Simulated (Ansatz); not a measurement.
Reaction (ligand exchange at a B–Se bond): `B[Se][SiH2]Cl` + `C[NH][GeH3]` → `B[N](C)[GeH3]` + `Cl[SiH2][SeH]`

Program: Ansatz. Geometries: PBE0-D4/def2-TZVP. ΔE: electronic, gas phase. CBS: MP2 limit from def2 TZ/QZ plus the TZ coupled-cluster correction, frozen cores. Functionals use def2-TZVPP. B3LYP here is the variant with VWN-RPA as its local correlation; programs differ in this. For Ge, Se outer-core shells are correlated without core-valence functions, which leaves a few kJ/mol of doubt a bond. Scalar relativity is left out up to krypton. Each species was taken in one conformer, which may not be the lowest.

```tsv
level	ΔE (kcal/mol)
B3LYP	-16.4
SCS-MP2/def2-QZVPP	-16.0
HF/CBS(def2)	-16.1
MP2/CBS(def2)	-15.1
```

Problem. What does CCSD(T)/CBS give? (An estimate is asked.)

Solution. Ansatz gave: -15.5 kcal/mol. The listed levels differ from it by -0.9, -0.5, -0.6, 0.4 kcal/mol.

Largest T1 diagnostic among the species: 0.013.
